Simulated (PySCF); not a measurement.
H2ClGaO, SMILES [OH][GaH][Cl] (PBE0/def2-SVP optimised geometry):

```
5

Ga    -0.215     0.228     0.000
H      1.337     0.228     0.000
Cl    -1.337     2.049     0.000
O     -1.254    -1.211     0.000
H     -0.779    -2.049    -0.002
```

Computed with PBE0/def2-TZVP run with PySCF.

Q: What are the frontier orbital energies and the dipole moment?

A: HOMO-2 -9.59 eV, HOMO-1 -9.04 eV, HOMO -8.83 eV, LUMO -1.14 eV, LUMO+1 -0.50 eV; dipole moment 3.02 D.

On the same geometry PBE/def2-TZVP run with PySCF 2.14.0 gives HOMO-2 -8.07 eV, HOMO-1 -7.52 eV, HOMO -7.41 eV, LUMO -1.92 eV, LUMO+1 -1.46 eV; dipole moment 2.86 D.

Meta-Löwdin charges at PBE0/def2-TZVP: Ga1 0.72, H2 -0.07, Cl3 -0.29, O4 -0.71, H5 0.34.
